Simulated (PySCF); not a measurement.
C2H9OPSi, SMILES C[Si](C)(P)O. Coordinates come from a B3LYP-D3(BJ)/def2-SVP optimisation. One conformer was computed; it need not be the lowest.

### Question
Give the equilibrium geometry at B3LYP-D3(BJ)/def2-SVP (PySCF confirms it by a frequency run) as a Z-matrix. (An estimate is asked for; the answer gives what the named calculation found.)

### Answer
One answer among several that fit: 
```
Si
O 1 1.6800
H 2 0.9644 1 116.74
C 1 1.8810 2 111.35 3 71.80
H 4 1.1014 1 110.86 2 56.25
H 4 1.1026 5 108.12 1 -121.93
H 4 1.1034 5 108.00 6 -116.13
C 1 1.8830 2 110.33 3 -50.57
H 8 1.1015 1 111.06 2 -56.80
H 8 1.1022 9 108.04 1 121.71
H 8 1.1041 9 108.07 10 116.12
P 1 2.2717 2 103.42 3 -172.29
H 12 1.4300 1 94.19 2 78.20
H 12 1.4319 13 93.41 1 -92.99
```
